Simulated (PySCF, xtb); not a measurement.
C2H5ClFNSi, SMILES F[Si@@H](/C=N/C)Cl.

GFN2-xTB run with xtb at its own geometry gives an orbital gap of 3.02 eV and a dipole moment of 2.06 D.

Geometry optimised at PBE0-D3(BJ)/def2-SVP. The structure was generated by enumeration; whether it is a known compound was not checked. One conformer was computed; it need not be the lowest.

**Question.** What does ωB97X/def2-TZVP run with PySCF give? (The exact figures need the calculation; the answer reports its results.)

**Answer.** gap 10.93 eV (levels -10.12 and 0.81 eV), dipole 2.45 D.
